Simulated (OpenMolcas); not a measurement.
# Nb+: from CASSCF to CASPT2

```
Program             : OpenMolcas
Basis               : ANO-R3 [8s6p6d3f2g1h]
Scalar Hamiltonian  : X2C, finite nucleus
Active space        : 4 electrons in 6 orbitals (4d 5s)
State averaging     : 2S+1 = 5 even, 15 roots; 2S+1 = 3 even, 80 roots (73 in the spin-orbit step); 2S+1 = 1 even, 58 roots
Spin-orbit coupling : RASSI with atomic mean-field integrals over the reference wave functions, term energies averaged over their components
```

Methods on the same reference wave functions:
A. CASSCF
B. SS-CASPT2, IPEA 0.25 Eh, imaginary shift 0.1 Eh (closed shells correlated: 4s 4p)
C. MS-CASPT2, IPEA 0.25 Eh, imaginary shift 0.1 Eh (closed shells correlated: 4s 4p)

Energies in cm⁻¹ above 4d⁴ ⁵D₀, the measured ground level; measured values from NIST Handbook of Basic Atomic Spectroscopic Data.

```json
{"Level": "4d³ 5s ⁵F₁", "A": "-61.3", "B": "2420", "C": "2420", "Measured": "2357"}
{"Level": "4d⁴ ⁵D₀", "A": "0.0", "B": "0.0", "C": "0.0", "Measured": "0.0"}
{"Level": "4d⁴ ⁵D₁", "A": "161", "B": "173", "C": "173", "Measured": "159"}
{"Level": "4d³ 5s ⁵F₂", "A": "200", "B": "2680", "C": "2680", "Measured": "2629"}
{"Level": "4d⁴ ⁵D₂", "A": "453", "B": "475", "C": "475", "Measured": "438"}
{"Level": "4d³ 5s ⁵F₃", "A": "585", "B": "3070", "C": "3070", "Measured": "3030"}
{"Level": "4d⁴ ⁵D₃", "A": "841", "B": "864", "C": "864", "Measured": "801"}
{"Level": "4d³ 5s ⁵F₄", "A": "1083", "B": "3570", "C": "3570", "Measured": "3543"}
{"Level": "4d⁴ ⁵D₄", "A": "1303", "B": "1314", "C": "1314", "Measured": "1225"}
{"Level": "4d³ 5s ⁵F₅", "A": "1677", "B": "4160", "C": "4160", "Measured": "4146"}
{"Level": "4d⁴ ³P₀", "A": "7034", "B": "5820", "C": "5820", "Measured": "5562"}
{"Level": "4d⁴ ³P₁", "A": "7634", "B": "6440", "C": "6440", "Measured": "6192"}
{"Level": "4d⁴ ³P₂", "A": "8698", "B": "7540", "C": "7540", "Measured": "7261"}
{"Level": "4d⁴ ³F₂", "A": "9405", "B": "7330", "C": "7330", "Measured": ""}
{"Level": "4d⁴ ³F₃", "A": "9759", "B": "7760", "C": "7760", "Measured": ""}
{"Level": "4d⁴ ³F₄", "A": "10174", "B": "8180", "C": "8180", "Measured": ""}
{"Level": "4d³ 5s ⁵P₁", "A": "10589", "B": "11370", "C": "11370", "Measured": ""}
{"Level": "4d³ 5s ⁵P₂", "A": "10850", "B": "11550", "C": "11550", "Measured": ""}
{"Level": "4d³ 5s ⁵P₃", "A": "11210", "B": "12020", "C": "12020", "Measured": ""}
{"Level": "4d⁴ ³H₄", "A": "11802", "B": "10150", "C": "10140", "Measured": ""}
{"Level": "4d³ 5s ³G₃", "A": "11972", "B": "10780", "C": "10780", "Measured": ""}
{"Level": "4d⁴ ³H₅", "A": "12074", "B": "10460", "C": "10460", "Measured": ""}
{"Level": "4d³ 5s ³G₄", "A": "12327", "B": "11110", "C": "11110", "Measured": ""}
{"Level": "4d⁴ ³H₆", "A": "12443", "B": "10790", "C": "10790", "Measured": ""}
```

A puts 4d³ 5s ⁵F₁ lowest.

Deviations, from unrounded energies. A percentage is the sum of absolute deviations over the sum of measured energies, with the sign that they share, or ± where signs differ.

| Against measurement | Levels | A | B | C |
| --- | --- | --- | --- | --- |
| mean absolute deviation (cm-1) | 12 | 1400 | 99 | 99 |
| fine structure of the ground term (%) | 4 | +5.2 | +7.7 | +7.7 |
| other terms of the ground configuration (%) | 3 | +22.9 | +4.1 | +4.1 |
| other configurations (%) | 5 | -77.8 | +1.2 | +1.2 |

B, C lie about equally close to measurement and A furthest from it. The largest miss of C in the table is 4d⁴ ³P₂, by +280 cm-1. The ranking rests on the paired levels alone, and a cruder setting can come out closer through cancelling errors.

Between B and C no level of the table moves by more than 5 cm-1.

The two smallest mean deviations differ by little beside CASPT2's spread within terms, so their order carries little weight.

From A to B the spin-free energies of the other terms of 4d⁴ shown, above ⁵D, scale by factors of 0.77 to 0.85, as is usual when dynamic correlation screens the repulsion within a d or f shell.

The lowest spin-free term lies below A's lowest term by 0.371 hartree in B, 0.371 hartree in C.

Term energies are means over components that CASPT2 splits; among the terms shown or strongly mixed into the levels shown the widest spread is 570 cm-1 (4d³ 5s ⁵F, C). Some high roots are left out of the spin-orbit mixing, which shifts the levels that they would mix with. Configurations are named by rounded mean occupations; where the s occupation lies near a half they are strongly mixed, a name can repeat and a true partner stay unpaired. A single d shell beside an s shell can misplace configurations of different d count against each other. Without dynamic correlation excited terms often stand tens of per cent too high (terms of higher spin than the ground term too low), and those without a measured partner can miss by more than the paired ones (holds for A). The lowest computed level is not the ground level that NIST lists (5D0) (holds for A). The lowest spin-free term belongs to 4d⁴, not to the configuration of the lowest level (holds for A). Blocks of more than 70 roots (2S+1 = 3 even) ran without multistate coupling (holds for C). Measured partners are found by configuration, term and J. A level has none where our copy of the source lacks it or the pairing is in doubt (some pairs that miss far off the trend of their configuration count as doubtful), and it then counts in no deviation. Only configurations of the active space appear. Levels that lie high or do not pair safely by name in every column are left out.
